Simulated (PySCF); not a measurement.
Parent: `[CH3:1][CH2:2][B:3]([OH:4])[OH:5]` with C1–C2–B3–O4 -32°, C2–B3–O4–H -178°, C2–B3–O5–H -2°, C2H7BO2.

Method used: PySCF, PBE0-D3(BJ)/def2-SVP geometry optimisation, gas phase. One conformer each, not checked by frequencies here.

```tsv
coordinate of the parent	value
C1–C2	1.525 Å
C2–B3	1.580 Å
B3–O4	1.360 Å
B3–O5	1.369 Å
C1–C2–B3	114.6°
C2–B3–O4	119.1°
C2–B3–O5	123.6°
O4–B3–O5	117.3°
```

Q: How does the shared frame change in `[N:1]#[C:2][CH2:3][CH2:4][B:5]([OH:6])[OH:7]` with C2–C3–C4–B5 179°, C3–C4–B5–O6 -1°, C4–B5–O6–H 180°, C4–B5–O7–H 0°, C3H6BNO2? Atoms pair as C1 = C3, C2 = C4, B3 = B5, O4 = O6, O5 = O7 (parent first).

A: 
| parent | relative | value in the relative | change |
| --- | --- | --- | --- |
| C1–C2 | C3–C4 | 1.530 Å | +0.005 |
| C2–B3 | C4–B5 | 1.582 Å | +0.002 |
| B3–O4 | B5–O6 | 1.358 Å | -0.002 |
| B3–O5 | B5–O7 | 1.364 Å | -0.005 |
| C1–C2–B3 | C3–C4–B5 | 113.6° | -1.0 |
| C2–B3–O4 | C4–B5–O6 | 118.7° | -0.4 |
| C2–B3–O5 | C4–B5–O7 | 123.1° | -0.5 |
| O4–B3–O5 | O6–B5–O7 | 118.2° | +0.9 |

Of the parent's bonds, C1–C2 and B3–O5 change most and about equally (-0.005 to +0.005 Å). Bonds of the relative outside the shared frame: N1≡C2 1.158, C2–C3 1.458 Å.
